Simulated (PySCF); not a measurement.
C2H5Se2, SMILES [CH2][Se][Se]C, multiplicity 2.

Coordinates come from a PBE-D3(BJ)/def2-SVP optimisation. The isomer is the one that the SMILES or the coordinates give; other isomers of the formula were not compared. Other conformers were not sampled.

Method: PySCF 2.14.0 with PBE-D3(BJ)/def2-SVP.

Frequencies are harmonic and unscaled.

Question: List the normal modes with their intensities. (Estimate from the structure and the level; the computed values follow.)

Answer: 
| mode | ν (cm⁻¹) | IR (km/mol) | moving atoms (share of kinetic energy) |
|---|---|---|---|
| 1 | 56 | 1.0 | C 60 %, H 24 %, Se 15 % |
| 2 | 113 | 0.1 | H 96 % |
| 3 | 154 | 0.6 | C 48 %, H 27 %, Se 25 % |
| 4 | 169 | 1.4 | C 49 %, Se 30 %, H 21 % |
| 5 | 228 | 4.2 | Se 85 %, H 12 % |
| 6 | 325 | 3.8 | H 88 %, Se 11 % |
| 7 | 429 | 71.6 | H 77 %, C 23 % |
| 8 | 573 | 2.6 | C 71 %, Se 15 %, H 14 % |
| 9 | 686 | 5.6 | C 73 %, Se 14 %, H 13 % |
| 10 | 821 | 4.2 | H 83 %, C 15 % |
| 11 | 865 | 8.0 | H 82 %, C 17 % |
| 12 | 872 | 3.8 | H 86 %, C 13 % |
| 13 | 1234 | 7.1 | H 86 %, C 14 % |
| 14 | 1301 | 0.5 | H 89 %, C 11 % |
| 15 | 1377 | 9.6 | H 95 % |
| 16 | 1392 | 12.4 | H 95 % |
| 17 | 2985 | 10.4 | H 98 % |
| 18 | 3074 | 0.4 | H 96 % |
| 19 | 3098 | 1.2 | H 90 %, C 10 % |
| 20 | 3116 | 1.2 | H 90 %, C 10 % |
| 21 | 3216 | 0.2 | H 89 %, C 11 % |
